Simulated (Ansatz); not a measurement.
`[NH2][Ge][N]([SiH3])[SiH3]` → Ge• + 8 H• + 2 N• + 2 Si•  (atomization)

Computed with Ansatz on PBE0-D4/def2-TZVP structures; ΔE is electronic, products minus reactants. CCSD(T)/CBS adds triple-zeta CCSD(T) − MP2 to the extrapolated MP2 energy (def2 sets, frozen cores). This one scheme is used for every species, atoms too. For atomizations the MP2-based limit and the directly extrapolated one differ by several kJ/mol either way, and by 10 to 25 for some Ge, Se and Sn compounds, so smaller differences from it don't rank the levels. Functionals use def2-TZVPP. Open shells (•) are unrestricted, without spin–orbit coupling. Spin–orbit coupling would lower the free atoms: a little for Si; clearly for Ge. Bonds to Ge are less sure, by a few kJ/mol each and by 10 to 20 or more in all where they break to atoms, as the def2 sets lack core-valence functions. Scalar relativity is left out up to krypton. Each species was taken in one conformer, which may not be the lowest.

CCSD(T)/CBS gives +4167.1 kJ/mol.

(1) Another level gave +4097.7 kJ/mol. Which?
A. B2PLYP/def2-TZVPP
B. r2SCAN0/def2-TZVPP
C. HF/def2-TZVPP
D. BHLYP/def2-TZVPP

Largest T1 diagnostic among the species: 0.014.

Results:

(1) A. B2PLYP 4097.7, HF/def2-TZVPP 2909.8, BHLYP 4017.4, r2SCAN0 4054.7 kJ/mol.

Leaving LDA and LC-ωPBE aside and taking each functional with its dispersion term where it has one, the values, not all of them listed here, spread over 122.5 kJ/mol, from r2SCAN0-D4 to ωB97X-V. LDA lies +552.8 kJ/mol from PBE without D4, its usual overbinding. From PBE to PBE0 (25 % exact exchange), in def2-TZVPP and without D4, ΔE moves by −55.6 kJ/mol: exact exchange takes away binding that semilocal exchange gives to molecules. The D4 term adds +63.2 kJ/mol with B3LYP and +33.2 kJ/mol with PBE0; it sums over pairs of atoms, weighted by their polarisabilities, and B3LYP, whose exchange is more repulsive, gets the larger term.

B3LYP here is the variant with VWN-RPA as its local correlation; programs differ in this.
